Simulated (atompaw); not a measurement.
**N (Z = 7): one change to a PAW (atompaw) potential, before and after**

nitrogen (N), PAW, made with atompaw 4.2.0.5 (PBE, non-relativistic). Core [He], reference 2s2 2p3. Waves: 2s (bound); 2s channel at -0.8 Ry; 2p (bound); 2p channel at 0.45 Ry. Local part: troulliermartins scheme with l = 2 at 0.5 Ry, radius 1.85 bohr. Core correction: smooth core density matched at 2.45 bohr. Augmentation charge: sinc compensation charge, radius 2.10 bohr; PAW radius 2.55 bohr; waves and projectors: bloechl.

Change: local potential troulliermartins scheme with l = 2 at 0.5 Ry, radius 1.52 bohr.

Cutoffs: the cutoffs (Ry, on a coarse ladder) from which the occupation-weighted sum of valence levels, in a spherical-Bessel basis at the reference potential, stays within 10 and 1 mRy of its value at 400 Ry; they do not see the model core or the augmentation charge, which bear on the density cutoff.

Question: What does the change do?

Answer: The potential gets harder (25 Ry and 40 Ry → 35 Ry and 60 Ry); neither file shows a bound ghost.

```csv
quantity,base,changed
"cutoff, loose",25 Ry,35 Ry
"cutoff, tight",40 Ry,60 Ry
loose cutoff by channel (10 mRy a level),"s 18 Ry, p 21 Ry","s 25 Ry, p 30 Ry"
bound ghosts,none,none
s: phases at 2.55 bohr within 0.05 rad from the reference energy up to (Ry; the scan ends near 5),1.4,1.2
p: phases at 2.55 bohr within 0.05 rad from the reference energy up to (Ry; the scan ends near 5),to the end of the scan,to the end of the scan
lowest overlap eigenvalue by channel,"s 0.65, p 1.00","s 0.51, p 1.00"
```

 The cutoffs see the waves, projectors and local potential, not the compensation charge or the core.
